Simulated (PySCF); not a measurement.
## Simulated absorption spectrum

Compound: C₆H₅NOS.
InChI=1S/C6H5NOS/c8-4-3-9-5-1-2-7-6(4)5/h1-3,7-8H

Computed with PySCF 2.14.0, density-fitted response routines, TDDFT wB97X-D/def2-SVPD, vertical, gas phase, core orbitals frozen in the response. Isolated species at its GFN2-xTB geometry (one conformer only). Torsions of this conformer, `[OH:1][c:2]1[cH:3][s:4][c:5]2[cH:6][cH:7][nH:8][c:9]12`: H–O1–C2–C3 0°.

Computed states:

```tsv
state	E (eV)	f
S1	5.21	0.029
S2	5.22	0.238
S3	5.54	0.131
S4	5.58	0.0006
S5	5.85	0.0002
S6	6.12	0.0031
S7	6.20	0.0032
S8	6.41	0.0006
```

Broadening: Gaussians 0.3 eV wide at half height, area fixed by f = 4.319×10⁻⁹ ∫ε dν̃. The width is an assumption, not a result. The curve ends short of the highest state used, and states not computed would add to its high-energy end.

Question: Give the broadened spectrum and its maxima.

Answer: 
```csv
λ (nm),ε (L mol⁻¹ cm⁻¹)
213.2,1184
214.9,2368
216.5,4068
218.1,6244
219.8,8746
221.4,10829
223.0,12281
224.7,13037
226.3,13298
227.9,13663
229.6,14746
231.2,16664
232.8,19243
234.5,22038
236.1,23930
237.7,24485
239.4,23332
241.0,20783
242.6,17301
244.3,13246
245.9,9646
247.5,6605
249.2,4140
250.8,2515
252.5,1396
254.1,760
255.7,393
257.4,185
259.0,87
260.6,39
```

Maxima: 237 nm (5.22 eV), ε about 25000, made up of S1 (11%) and S2 (87%) (ε in L mol⁻¹ cm⁻¹; maxima over ε = 5, shares over 10%).

Question: What would ε be at 5.22 eV, the highest of these maxima, with half the width (0.15 eV)?

Answer: About 47800 L mol⁻¹ cm⁻¹ against 24500, a factor of about 1.95; a lone state at its own centre would give exactly 2.

Question: On this curve, what absorbance would a 10⁻³ mol/L sample give at 254 nm over a 1 cm path?

Answer: 254 nm is 4.881 eV, where ε is about 790 L mol⁻¹ cm⁻¹, so A = ε c l ≈ 0.79 (Beer–Lambert, with the gas-phase spectrum and the assumed width).

Question: Coming from long wavelengths, where does ε first pass 100 L mol⁻¹ cm⁻¹?

Answer: At about 259 nm (4.79 eV), 0.41 eV below S1.

On one thread, Arm Neoverse V2 (aarch64), on a shared host, this took 50 s wall and 0.97 GiB of memory at its peak.
